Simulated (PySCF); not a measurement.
2-iodocyclopenta-1,3-diene (C₅H₅I), SMILES C1C=C(C=C1)I. Coordinates come from a PBE-D3(BJ)/def2-SVP optimisation. The def2 effective core potentials stand for the cores of I; spin–orbit coupling is left out. Other conformers were not sampled.

Level of theory: PySCF 2.14.0 with PBE-D3(BJ)/def2-SVP.

Harmonic wavenumbers (cm⁻¹): 170, 219, 292, 339, 553, 667, 715, 782, 808, 862, 917, 923, 961, 1045, 1058, 1089, 1181, 1236, 1309, 1335, 1520, 1585, 2957, 2994, 3152, 3173, 3178. Rotational constants (GHz): 8.130, 0.9407, 0.8477; symmetry number 1.

### Question
Work out the zero-point energy and the ideal-gas rigid-rotor harmonic-oscillator thermochemistry at 298.15 K and 1 atm.

### Answer
ZPE = ½ Σ hcν = ½ × 35019 cm⁻¹ = 209.46 kJ/mol. H − E(el) = 226.93 kJ/mol. Entropy in J/(mol K): translation 174.32, rotation 118.39, vibration 40.03, total 332.74. G − E(el) = 127.72 kJ/mol. Cp = 95.13 J/(mol K).
